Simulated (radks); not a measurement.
Computed order of ionisation of krypton. At each step one electron was removed from each of the four highest sub-shells of the ion before, moves of one valence electron (up to charge 6) and the configuration listed by NIST were tried, and the lowest configuration was kept. Method: scalar-relativistic Kohn-Sham, PBE, spin-polarised, spherical densities, finite nucleus; Fermi nuclear charge, rms radius of each element as measured or else 0.836 A^(1/3) + 0.57 fm; computed with a radial shooting solver on a logarithmic mesh with Libxc functionals. Open shells are filled with parallel spins first.

[
 {"species": "Kr", "lowest configuration found": "[Kr]", "NIST configuration": "same", "margin to the next tried (eV)": "-", "IE (eV)": "14.071", "NIST IE (eV)": "14.000", "kind": "exp."},
 {"species": "Kr+", "lowest configuration found": "[Ar] 3d10 4s2 4p5", "NIST configuration": "same", "margin to the next tried (eV)": "14.455", "IE (eV)": "24.377", "NIST IE (eV)": "24.360", "kind": "exp."},
 {"species": "Kr2+", "lowest configuration found": "[Ar] 3d10 4s2 4p4", "NIST configuration": "same", "margin to the next tried (eV)": "15.117", "IE (eV)": "35.396", "NIST IE (eV)": "35.84", "kind": "exp."},
 {"species": "Kr3+", "lowest configuration found": "[Ar] 3d10 4s2 4p3", "NIST configuration": "same", "margin to the next tried (eV)": "15.827", "IE (eV)": "51.109", "NIST IE (eV)": "50.9", "kind": "exp."},
 {"species": "Kr4+", "lowest configuration found": "[Ar] 3d10 4s2 4p2", "NIST configuration": "same", "margin to the next tried (eV)": "12.405", "IE (eV)": "64.236", "NIST IE (eV)": "64.7", "kind": "semi-emp."},
 {"species": "Kr5+", "lowest configuration found": "[Ar] 3d10 4s2 4p1", "NIST configuration": "same", "margin to the next tried (eV)": "14.030", "IE (eV)": "77.687", "NIST IE (eV)": "78.5", "kind": "semi-emp."},
 {"species": "Kr6+", "lowest configuration found": "[Ar] 3d10 4s2", "NIST configuration": "same", "margin to the next tried (eV)": "16.046", "IE (eV)": "109.85", "NIST IE (eV)": "109.13", "kind": "theory"},
 {"species": "Kr7+", "lowest configuration found": "[Ar] 3d10 4s1", "NIST configuration": "same", "margin to the next tried (eV)": "80.463", "IE (eV)": "127.32", "NIST IE (eV)": "125.80", "kind": "exp."},
 {"species": "Kr8+", "lowest configuration found": "[Ar] 3d10", "NIST configuration": "same", "margin to the next tried (eV)": "83.810", "IE (eV)": "233.20", "NIST IE (eV)": "233", "kind": "semi-emp."},
 {"species": "Kr9+", "lowest configuration found": "[Ar] 3d9", "NIST configuration": "same", "margin to the next tried (eV)": "114.25", "IE (eV)": "270.32", "NIST IE (eV)": "268", "kind": "theory"},
 {"species": "Kr10+", "lowest configuration found": "[Ar] 3d8", "NIST configuration": "same", "margin to the next tried (eV)": "114.01", "IE (eV)": "309.06", "NIST IE (eV)": "308", "kind": "theory"},
 {"species": "Kr11+", "lowest configuration found": "[Ar] 3d7", "NIST configuration": "same", "margin to the next tried (eV)": "113.53", "IE (eV)": "349.31", "NIST IE (eV)": "350", "kind": "theory"},
 {"species": "Kr12+", "lowest configuration found": "[Ar] 3d6", "NIST configuration": "same", "margin to the next tried (eV)": "112.83", "IE (eV)": "390.96", "NIST IE (eV)": "391", "kind": "theory"},
 {"species": "Kr13+", "lowest configuration found": "[Ar] 3d5", "NIST configuration": "same", "margin to the next tried (eV)": "111.90", "IE (eV)": "447.13", "NIST IE (eV)": "446", "kind": "theory"}
]

Reference values: NIST Atomic Spectra Database (exp. = measured, semi-emp. = semi-empirical, theory = theoretical value adopted there). Open shells are spherical and high-spin; term and fine-structure splittings are not resolved.
